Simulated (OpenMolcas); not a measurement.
Nb3+ (d2) among equal point charges was computed by CASSCF with the d shell active (OpenMolcas, ANO-RCC-VDZP on the metal). Its lowest spin-free states, and all those of the highest spin:

```json
{"2S+1": "3", "Degeneracy": "3", "E (cm-1)": "0.0"}
{"2S+1": "1", "Degeneracy": "3", "E (cm-1)": "9874"}
{"2S+1": "1", "Degeneracy": "2", "E (cm-1)": "10055"}
{"2S+1": "3", "Degeneracy": "3", "E (cm-1)": "13723"}
{"2S+1": "1", "Degeneracy": "1", "E (cm-1)": "20865"}
{"2S+1": "3", "Degeneracy": "3", "E (cm-1)": "23242"}
{"2S+1": "1", "Degeneracy": "3", "E (cm-1)": "25519"}
{"2S+1": "1", "Degeneracy": "3", "E (cm-1)": "28046"}
{"2S+1": "3", "Degeneracy": "1", "E (cm-1)": "29638"}
{"2S+1": "1", "Degeneracy": "2", "E (cm-1)": "42524"}
{"2S+1": "1", "Degeneracy": "1", "E (cm-1)": "58138"}
```

Is the site octahedral, tetrahedral or cube-like, axial, or of lower symmetry?

The states with 2S+1 = 3 have orbital degeneracies 3, 3, 3, 1. Threefold states need a cubic site. For d2 at this spin an octahedron puts the threefold T1 below the threefold T2 and a tetrahedron or cube puts the single A2 below the threefold T2, so the site is octahedral. The run had Nb3+ among 6 point charges of -1.7 e arranged as an octahedron (Oh), 2.03 Å from the ion.

An orbital triplet at a regular site is open to Jahn-Teller coupling, which can distort the site and quench the lowest spin-orbit gaps and is left out. Without dynamic correlation the repulsion within the d shell is too large (B by tens of per cent), so at a given field states of lower spin stand too high. Point charges carry no covalency, so the field is a model and not that of real ligands. No measured value stands beside these numbers.
